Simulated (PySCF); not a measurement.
Zr(Cl)3(NH2) (Cl3H2NZr), SMILES [Cl][Zr]([Cl])([NH2])[Cl], multiplicity 1. Atoms are numbered in the order given.

```xyz
7

Zr     0.0197     0.0876    -0.1403
Cl    -0.2121     1.3503     1.8279
Cl     1.9771    -1.1942    -0.0237
Cl    -1.9480    -1.1187    -0.5404
N      0.2438     1.3430    -1.6654
H      1.1312     1.7212    -1.9949
H     -0.5133     1.7385    -2.2216
```
Charge 0, spin multiplicity 1.

The structure is a stationary point at PBE0-D3(BJ)/def2-SVP. The spin state was assumed, not searched. The structure was generated by enumeration; whether it is a known compound was not checked. The def2 effective core potentials stand for the cores of Zr; spin–orbit coupling is left out. One conformer was computed; it need not be the lowest.

Computed with PBE0-D3(BJ)/def2-SVP run with PySCF.

Frequencies are harmonic and unscaled.

Computed normal modes with their intensities:
| mode | ν (cm⁻¹) | IR (km/mol) | Raman (Å⁴/amu) | depolarisation | moving atoms (share of kinetic energy) |
|---|---|---|---|---|---|
| 1 | 20 | 8.5 | 2.2 | 0.75 | H 48 %, Cl 45 % |
| 2 | 90 | 2.4 | 2.5 | 0.75 | Cl 85 %, Zr 12 % |
| 3 | 105 | 7.5 | 1.2 | 0.74 | Cl 61 %, Zr 31 % |
| 4 | 129 | 0.6 | 0.8 | 0.75 | Cl 41 %, H 32 %, N 17 %, Zr 11 % |
| 5 | 144 | 0.8 | 3.3 | 0.75 | N 49 %, Cl 24 %, H 19 %, Zr 8 % |
| 6 | 144 | 0.3 | 2.4 | 0.75 | H 42 %, N 30 %, Cl 27 % |
| 7 | 375 | 18.9 | 11.2 | 0.01 | Cl 90 %, Zr 8 % |
| 8 | 402 | 33.3 | 0.2 | 0.75 | Cl 44 %, H 29 %, Zr 22 % |
| 9 | 413 | 63.0 | 0.2 | 0.74 | Cl 61 %, Zr 36 % |
| 10 | 475 | 99.2 | 0.7 | 0.75 | H 52 %, Zr 18 %, Cl 16 %, N 14 % |
| 11 | 510 | 257.2 | 2.1 | 0.67 | H 74 %, N 23 % |
| 12 | 686 | 114.5 | 17.8 | 0.07 | N 71 %, Zr 16 %, H 13 % |
| 13 | 1485 | 49.0 | 7.5 | 0.49 | H 89 %, N 11 % |
| 14 | 3555 | 122.1 | 147.8 | 0.16 | H 96 % |
| 15 | 3651 | 46.0 | 70.0 | 0.75 | H 92 %, N 8 % |
